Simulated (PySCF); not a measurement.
Which determinant of GaP lies lowest?

Unrestricted PBE0; basis Ga def2-TZVPPD, P def2-TZVPPD; no relativity; PySCF 2.14. Outer shells of the fragments: Ga 3d10 4s2 4p1; P 3s2 3p3.

Followed along the bond (rough minima from three points):

| 2Ms+1 | unpaired | ⟨S²⟩ at the start | R at minimum (Å) | Te (eV) |
| --- | --- | --- | --- | --- |
| 3 | π ↑↑ | 2.01 | 2.46 | 0.00 |
| 3 | σ ↑, π ↑ | 2.01 | 2.24 | 0.09 |
| 1 | σ ↓, π ↑ | 1.02 | 2.23 | 0.26 |
| 1 | π ↑↓ | 1.01 | 2.46 | 0.30 |
| 1 | none | 0.00 | none in the scan | ≤ 1.05 |

Solutions found at the starting distance of 2.270 Å, counted from the lowest of them; the search is not exhaustive and high or unbound solutions are not listed, so other states can lie among these:

| 2Ms+1 | unpaired | term | E (eV) | ⟨S²⟩ | ⟨Lz²⟩ | μ (D) |
| --- | --- | --- | --- | --- | --- | --- |
| 3 | σ ↑, π ↑ | ³Π | 0.00 | 2.01 | 1.02 | -2.37 |
| 3 | π ↑↑ | ³Σ⁻ | 0.05 | 2.01 | 0.00 | -0.39 |
| 1 | σ ↓, π ↑ | mixed | 0.17 | 1.02 | 1.02 | -2.46 |
| 1 | π ↑↓ | mixed | 0.35 | 1.01 | 2.03 | -0.35 |
| 1 | none | ¹Σ⁺ | 1.18 | 0.00 | 0.00 | -3.75 |
| 1 | none | mixed | 1.39 | 0.00 | 2.01 | -0.13 |
| 5 | σ ↑, π ↑↑↑ | ⁵Π | 2.10 | 6.01 | 1.00 | 0.66 |
| 3 | σ ↑, π ↑↑↓ | mixed | 2.58 | 3.02 | 3.04 | 0.58 |
| 3 | σ ↓, π ↑↑↑ | mixed | 2.73 | 3.03 | 1.01 | 0.84 |
| 1 | σ ↑, π ↑↓↓ | mixed | 2.92 | 2.03 | 3.04 | 0.91 |

A term symbol is given only where ⟨S²⟩ and ⟨Lz²⟩ are close to those of a pure state; real π, δ and φ orbitals otherwise mix terms. A positive dipole means Ga(−)P(+).

Compare the gap between the two lowest followed solutions at the starting distance with the gap between their minima.

At PBE0 the second solution (triplet, unpaired electrons σ ↑, π ↑) lies -0.05 eV from the first (triplet, unpaired electrons π ↑↑) at 2.270 Å and +0.09 eV at the minima; the two curves relax by different amounts, since their minima lie near 2.24 and 2.46 Å.

Spin–orbit coupling is left out.
